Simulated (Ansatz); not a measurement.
Zn(SiH3)2 (ZnSi2H6), relaxed as a singlet with RKS PBE-D4/def2-SVP in Ansatz, starting from the GFN2-xTB geometry. Force threshold 0.02 eV/Å.

Start:

Cartesian coordinates in Å:
```
Zn 0.005 -0.001 -0.026
Si -0.830 2.300 -0.280
H 0.167 3.357 -0.041
H -1.931 2.665 0.626
H -1.363 2.635 -1.610
Si 0.831 -2.300 0.273
H 1.857 -2.734 -0.689
H -0.194 -3.352 0.168
H 1.458 -2.571 1.578
```

Estimate the energy that the relaxation releases and the steps that it takes.

0.17 eV, in 4 steps; 3.5 s on 4 threads of Arm Neoverse V2 on a shared host. No frequencies were taken in this run, so the end may be a saddle point.

Does the start keep its bonding and symmetry?

By distances, no bond broke or formed. The bond that changes most is Zn1–Si2, from 2.46 to 2.39 Å (atoms count from 1). Point group D3 at the start, D3 at the end, both within 0.05 Å; within 0.015 Å the end is C2.

Predict the relaxed structure.


```xyz
9

Zn    0.0030   -0.0007   -0.0147
Si   -0.8057    2.2339   -0.2714
H     0.2698    3.2630   -0.0138
H    -1.9332    2.5401    0.6864
H    -1.3352    2.5008   -1.6606
Si    0.8068   -2.2342    0.2658
H     1.8542   -2.6040   -0.7578
H    -0.2974   -3.2579    0.1433
H     1.4376   -2.4410    1.6228
```
Bond lengths: 2 × Si–Zn 2.39 Å; 6 × H–Si 1.51 Å.
